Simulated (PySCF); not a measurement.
**SMILES C1=C(OC(F)F)C[CH+]C=C1, [C₇H₇F₂O]+, charge +1**

Molfile (atoms numbered from 1):
```
C7H7F2O
     RDKit          3D

 17 17  0  0  0  0  0  0  0  0999 V2000
    3.4496   -0.5661    1.6433 F   0  0  0  0  0  0  0  0  0  0  0  0
    2.6581    0.0441    0.7821 C   0  0  0  0  0  0  0  0  0  0  0  0
    2.4517    1.2956    1.2061 F   0  0  0  0  0  0  0  0  0  0  0  0
    1.4572   -0.6732    0.7964 O   0  0  0  0  0  0  0  0  0  0  0  0
    0.3454   -0.2565    0.2175 C   0  0  0  0  0  0  0  0  0  0  0  0
    0.1971    0.8997   -0.5382 C   0  0  0  0  0  0  0  0  0  0  0  0
   -1.0344    1.2092   -1.0914 C   0  0  0  0  0  0  0  0  0  0  0  0
   -2.1656    0.3889   -0.9232 C   0  0  0  0  0  0  0  0  0  0  0  0
   -2.0665   -0.7529   -0.1932 C   0  0  0  0  0  0  0  0  0  0  0  0
   -0.8065   -1.1533    0.4382 C   0  0  0  0  0  0  0  0  0  0  0  0
    3.1338    0.0689   -0.2158 H   0  0  0  0  0  0  0  0  0  0  0  0
    1.0252    1.5740   -0.6962 H   0  0  0  0  0  0  0  0  0  0  0  0
   -1.1266    2.1139   -1.6762 H   0  0  0  0  0  0  0  0  0  0  0  0
   -3.0998    0.6773   -1.3798 H   0  0  0  0  0  0  0  0  0  0  0  0
   -2.9187   -1.4020   -0.0519 H   0  0  0  0  0  0  0  0  0  0  0  0
   -0.5425   -2.1827    0.1495 H   0  0  0  0  0  0  0  0  0  0  0  0
   -0.9646   -1.2728    1.5231 H   0  0  0  0  0  0  0  0  0  0  0  0
  1  2  1  0
  2  3  1  0
  2  4  1  0
  4  5  1  0
  5  6  2  0
  6  7  1  0
  7  8  2  0
  8  9  1  0
  9 10  1  0
 10  5  1  0
  2 11  1  0
  6 12  1  0
  7 13  1  0
  8 14  1  0
  9 15  1  0
 10 16  1  0
 10 17  1  0
M  CHG  1   9   1
M  END
```

Theory: PySCF 2.14.0, TDDFT BHandHLYP/def2-SVPD excited states, vertical, gas phase. Geometry: GFN2-xTB.

**Question.** Give the one- and two-photon strengths of the lowest singlets.

**Answer.** δ for parallel linear polarisation; σ at the peak of a Lorentzian of half width 0.1 eV, single beam; Ω is circular over linear.
| state | E (eV) | f | photon λ (nm) | δ (au) | σ (GM) | Ω | main |
| --- | --- | --- | --- | --- | --- | --- | --- |
| S1 | 3.90 | 0.173 | 636 | 1.52 | 0.01 | 1.48 | HOMO→LUMO 0.98 |
| S2 | 5.91 | 0.003 | 420 | 12.5 | 0.16 | 0.74 | HOMO−2→LUMO 0.77, HOMO−3→LUMO 0.17 |
| S3 | 6.24 | 0.052 | 397 | 361 | 5.15 | 0.87 | HOMO−1→LUMO 0.72, HOMO→LUMO+1 0.25 |
| S4 | 6.56 | 0.001 | 378 | 1.23 | 0.02 | 1.46 | HOMO−4→LUMO 0.96 |
| S5 | 7.19 | 0.469 | 345 | 1670 | 31.74 | 0.69 | HOMO→LUMO+1 0.63, HOMO−1→LUMO 0.22 |

Among these, the strongest one-photon state is S5, the strongest two-photon state S5. Half the energy of S5 comes within 0.4 eV of the allowed S1 or passes it, which inflates δ.
